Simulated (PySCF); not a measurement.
## Fractional electron number in Ta (tantalum, neutral)

The 6s beta orbital of [Xe] 4f14 5d3 6s2 is emptied in steps (occupation f), with all orbitals relaxed, ending at [Xe] 4f14 5d3 6s1. Calculation: PySCF 2.14, in aug-cc-pVDZ-PP with ECP60MDF; a scalar-relativistic core potential. The exact energy is a straight line in f; departures are measured from the line between the end points of the same method.

Among UHF, LDA, PBE, which shows the largest delocalisation error (convex curve), and which is closest to linear?

Most convex: LDA (-0.697 eV at f = 0.5); closest to linear: UHF (0.042 eV).

```csv
f,UHF (eV),LDA (eV),PBE (eV)
1,0.000,0.000,0.000
0.75,0.033,-0.521,-0.500
0.5,0.042,-0.697,-0.671
0.25,0.030,-0.524,-0.503
0,0.000,0.000,0.000
```

```csv
method,E(f=0) − E(f=1) (eV),−ε at f=1 (eV),−ε at f=0.5 (eV)
UHF,5.760,5.949,5.751
LDA,7.652,4.888,7.644
PBE,7.260,4.608,7.247
```

Reference removal energy between the ground levels: 7.550 eV (measured; NIST Atomic Spectra Database, ionization energies). The calculation has no spin-orbit coupling. UHF lacks correlation.
